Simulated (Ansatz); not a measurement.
C$_{2}$H$_{5}$BTe from Hartree–Fock to CCSD(T)

Z-matrix (Å, degrees):
```
B
Te 1 2.317
C 1 1.553 2 66.4
C 1 1.553 2 66.4 3 126.7
H 1 1.194 2 119.0 3 -116.6
H 3 1.087 1 120.6 2 -109.1
H 3 1.087 1 121.4 2 97.8
H 4 1.087 1 121.4 2 -97.8
H 4 1.087 1 120.6 2 109.1
```

The species carries charge 0 and has multiplicity 1. Correlated methods include outer-core shells of Te, which these sets cover unevenly. Te: def2 effective core potential. The structure was optimised at the PBE0-D4/def2-TZVP level. Frozen core, restricted reference, Ansatz 0.2.0.

```tsv
basis	HF (Eh)	MP2 corr.	CCSD corr.	(T)	CCSD(T) total
def2-SVP	?	-0.48861	-0.52767	?	?
def2-TZVPP	-370.34728	-0.91727	?	-0.03508	?
def2-QZVPP	-370.35397	?	–	–	–
```

(1) Fill in the withheld values. (An estimate is asked.)

Results:

(1) The calculation gave: def2-SVP HF (Eh): -370.21884; def2-SVP (T): -0.02028; def2-SVP CCSD(T) total: -370.76679; def2-TZVPP CCSD corr.: -0.91485; def2-TZVPP CCSD(T) total: -371.29721; def2-QZVPP MP2 corr.: -1.10454.
